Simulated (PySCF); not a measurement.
# Structure revision by computed shifts

A compound C6H2F4 gives the data below (simulated from a calculation) and was assigned the structure `Fc1ccc(F)c(F)c1F`.

¹³C{¹H} NMR (computed): δ 155.5 (C, 4C), 112.5 (CH, 2C).

¹H NMR (400 MHz, computed): δ 7.12 (m, 2H).

- geometry: PBE0-D3(BJ)/def2-TZVP
- σ from GIAO-B97-2/pcSseg-2
- program: PySCF
- one conformer, non-relativistic Hamiltonian, equivalent nuclei averaged, no solvent model

Chemical shifts δ = σref − σ; ¹H (σ = 31.64 ppm) and ¹³C (σ = 185.38 ppm) vs TMS, all at this level.

(1) Compare with the shifts computed for the proposed structure, pairing carbons in order of shift.

(2) Which isomer fits?

## Answers

(1) Atom-mapped SMILES (the numbers label the heavy atoms): `[F:1][c:2]1[cH:3][cH:4][c:5]([F:6])[c:7]([F:8])[c:9]1[F:10]`. Hydrogens are named by the atom that carries them.

```csv
atom,computed for proposal,given list,difference
C2,157.3,155.5,+1.8
C5,157.3,155.5,+1.8
C7,151.0,155.5,-4.5
C9,151.0,155.5,-4.5
C3,115.8,112.5,+3.3
C4,115.8,112.5,+3.3
```

The rms difference is 3.4 ppm and the largest -4.5 ppm at C7 (aromatic carbon bearing fluorine). The proposal also would give 3 carbon signals, not 2. The proposal doesn't fit.

(2) 1,2,4,5-tetrafluorobenzene.

Carbon types of the structure: 4 × C, 2 × CH, which accounts for all hydrogens. δC 155.5: aromatic carbon bearing fluorine; σ withdrawal by the attached heteroatom moves it downfield of the ring CH carbons. δC 112.5: aromatic CH. δH 7.12: hydrogen on an aromatic CH; aromatic region.

The data come from this structure; uniqueness wasn't tested.

Splittings by ¹⁹F in the carbon and heteronuclear signals aren't shown, as no couplings were computed. Shifts are as computed. Against solution values, carbons near 30 ppm lie about +3 ppm off and those near 130 ppm about +7 ppm. Of 1309 compounds with measured shifts, 239 miss one by over three times the rms of a fit or turn the order of signals round; such compounds aren't used in these exercises.
